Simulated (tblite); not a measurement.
Species: C₉H₉PSi.
InChI=1S/C9H9PSi/c11-9-6-10-5-7-3-1-2-4-8(7)9/h1-6H,11H3

Computed with GFN2-xTB (tblite): harmonic, unscaled wavenumbers at the GFN2-xTB geometry, gas phase. Errors from tens to a few hundred cm⁻¹ against measured bands are possible. Modes of hydrogen on silicon can be 10 to 20 % off.

Harmonic wavenumbers (cm⁻¹): 67.7, 133.9, 145.1, 173.8, 190.7, 307.4, 322.9, 360.7, 378.0, 435.7, 444.4, 470.9, 520.6, 557.6, 588.1, 589.2, 711.0, 712.2, 746.2, 775.5, 799.5, 801.4, 807.8, 811.8, 835.3, 856.3, 872.1, 914.0, 925.5, 927.9, 997.4, 1092.6, 1152.9, 1182.7, 1198.6, 1220.4, 1249.6, 1315.2, 1339.6, 1395.4, 1402.7, 1452.0, 1499.1, 1537.2, 1605.4, 2240.8, 2241.6, 2263.2, 3022.8, 3028.0, 3068.0, 3075.8, 3083.5, 3092.4.

A = 1048, B = 866.8, C = 477.0 MHz; mass 176.021 u (most abundant isotopes); point group Cs, symmetry number 1.

What is the zero-point energy?

½Σν̃ = 30970 cm⁻¹ = 370.48 kJ/mol.

Give the ideal-gas entropy at 400 K and 1 bar in the rigid-rotor, harmonic-oscillator model (classical rotation).

Translation 179.45, rotation 133.31, vibration 164.27: S = 477.0 J/(mol K).

And Cp and H(400 K) − H(0)?

Cp = 233.52 J/(mol K), of which vibrations give 200.27 (their classical limit is 54 R = 449.0); H(400 K) − H(0) = 51.00 kJ/mol without the zero-point energy, 37.69 from vibrations.

Blend soft modes into free rotors: weight 1/[1 + (100 cm⁻¹/ν̃)⁴] for the oscillator and the rest for a rotor with moment μB/(μ + B), μ = h/(8π²ν), B = 10⁻⁴⁴ kg m². What vibrational entropy results?

158.72 J/(mol K) in place of 164.27, which changes −T·S at 400 K by +2.22 kJ/mol.

How do the functions run with temperature in this model?

| T (K) | S (J/(mol K)) | Cp (J/(mol K)) | H − H(0) (kJ/mol) | G − H(0) (kJ/mol) | ln q(vib) |
| --- | --- | --- | --- | --- | --- |
| 50 | 249.7 | 47.1 | 1.88 | -10.60 | 0.20 |
| 100 | 289.7 | 71.2 | 4.84 | -24.13 | 0.95 |
| 298.15 | 416.1 | 182.2 | 29.74 | -94.31 | 5.60 |
| 373.15 | 461.2 | 221.0 | 44.89 | -127.22 | 7.67 |
| 500 | 533.6 | 273.9 | 76.45 | -190.38 | 11.29 |
| 750 | 658.9 | 342.2 | 154.24 | -339.92 | 18.38 |
| 1000 | 763.4 | 383.2 | 245.31 | -518.09 | 25.03 |

q(vib) and H(0) count from the zero-point level.

Which modes carry the vibrational entropy at 400 K?

67.7 cm⁻¹: 20.08; 133.9 cm⁻¹: 14.47; 145.1 cm⁻¹: 13.81; 173.8 cm⁻¹: 12.35; 190.7 cm⁻¹: 11.61; 307.4 cm⁻¹: 7.89 J/(mol K); the other 48 give 84.05 together.

Hindered rotation and anharmonicity are outside this model.
